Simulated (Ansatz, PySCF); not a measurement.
Spin states of IrO2 (SMILES [O]=[Ir]=[O]), each relaxed with B3LYP-D3(BJ)/def2-TZVP.
State 1 (charge 0, multiplicity 2):
```xyz
3

Ir     0.03183    -0.02100     0.02097
O      1.25929     0.23604    -1.12402
O     -1.32419    -0.16767     1.03263
```
State 2 (charge 0, multiplicity 6):
```tsv
atom	x (Å)	y (Å)	z (Å)
Ir	0.2711	-0.2264	0.2690
O	1.1361	0.3384	-1.2454
O	-1.4402	-0.0646	0.9059
```

Singlets are restricted, other states unrestricted; no spin–orbit coupling, no relativity up to Kr; see below for the cores. The largest T1 diagnostic is 0.088.

Correlated levels freeze the inner cores; with def2 sets outer-core shells near the valence are correlated too.

Programs: Ansatz (a quantum-chemistry and plane-wave program); PySCF for the dispersion terms. Each number belongs to the level named beside it. In def2 rows elements past Kr take small-core potentials, without spin–orbit coupling.

### Question
Predict the energy of the multiplicity-6 state less that of the multiplicity-2 state from B2PLYP/def2-TZVPP.

### Answer
89.4 kcal/mol

### Question
Predict the energy of the multiplicity-6 state less that of the multiplicity-2 state from SVWN5/def2-TZVPP.

### Answer
82.2 kcal/mol

### Question
Give the energy of the multiplicity-6 state less that of the multiplicity-2 state at the level PBE-D3(BJ)/def2-TZVPP.

### Answer
71.1 kcal/mol
